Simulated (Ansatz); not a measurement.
titanium atom (Ti), triplet (typed; the unrestricted solution is spin-contaminated); R2SCAN/aug-cc-pVDZ (Ansatz, an electronic-structure program).

Here is a job for Ansatz.
Ansatz 0.2 input:
```yaml
crystal:
  periodic: [false, false, false]
  atoms:
    - {symbol: Ti, position_ang: [0.00000000, 0.00000000, 0.00000000]}
basis:
  gaussian:
    orbitals: aug-cc-pVDZ
    point_charges:
      - {charge: 0.5, position_ang: [-0.0476, -2.7537, -1.1895]}
hamiltonian:
  xc: r2scan
magnetization: {spin_polarized: true, initial_magnetization: 2}
```

The log (banner, timings and long lists left out):

```
Functional definition: r2SCAN
517 factors; their error is unknown
mean field evaluation 1: about -23094.6755 eV, gradient 4.4e1 eV
mean field evaluation 2: about -23052.4908 eV, gradient 8.1e1 eV
mean field evaluation 4: about -23109.1495 eV, gradient 1.3e1 eV
mean field evaluation 8: about -23111.5443 eV, gradient 6.4e-1 eV
mean field evaluation 16: about -23111.6646 eV, gradient 1.7e-1 eV
mean field evaluation 32: about -23111.6527 eV, gradient 5.5e-3 eV
mean field evaluation 64: about -23111.6145 eV, gradient 1.8e0 eV
mean field evaluation 96: about -23111.6514 eV, gradient 1.3e-1 eV
mean field evaluation 128: about -23111.5070 eV, gradient 2.4e0 eV
mean field -23111.65223447 eV, -849.3375539763 hartree, gradient 1.4e-6 eV, S^2 2.643735; 10 other end points of the search recorded, 0 dependent functions left out
reference -23111.65226524 eV, -849.3375551071 hartree; 12, 10 occupied and 47, 49 virtual orbitals, 517 factors
Total energy: -23111.65226524 eV, -849.3375551071 hartree
```
